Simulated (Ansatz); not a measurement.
Correlation energies of Al2F2H6N2, SMILES `[F][Al@H-]1[NH2+][Al@H-]([F])[NH2+]1` by basis set

```xyz
12

F    -1.806    0.422   -1.763
Al   -1.376    0.152   -0.176
N    -0.123   -1.332   -0.193
Al    1.376   -0.152    0.176
F     1.805   -0.422    1.763
N     0.123    1.332    0.193
H    -2.464    0.088    0.966
H    -0.264   -2.035    0.524
H    -0.092   -1.819   -1.082
H     2.464   -0.087   -0.967
H     0.092    1.818    1.083
H     0.264    2.035   -0.524
```

Total charge 0; spin multiplicity 1. The geometry is a stationary point of PBE0-D4/def2-TZVP. Frozen core, restricted reference, Ansatz 0.2.0. CBS rows extrapolate triple and quadruple zeta; past MP2 they add the triple-zeta difference.

```json
{"basis": "def2-SVP", "HF (Eh)": "-795.03317", "MP2 corr.": "-0.85602", "CCSD corr.": "-0.89651", "(T)": "-0.01687", "CCSD(T) total": "-795.94655"}
{"basis": "def2-TZVPP", "HF (Eh)": "-795.59318", "MP2 corr.": "-1.10486", "CCSD corr.": "-1.13633", "(T)": "-0.03548", "CCSD(T) total": "-796.76499"}
{"basis": "def2-QZVPP", "HF (Eh)": "-795.62357", "MP2 corr.": "-1.19861", "CCSD corr.": "–", "(T)": "–", "CCSD(T) total": "–"}
{"basis": "CBS(def2)", "HF (Eh)": "-795.62776", "MP2 corr.": "-1.26806", "CCSD corr.": "-1.29952", "(T)": "as TZ", "CCSD(T) total": "-796.96276"}
```
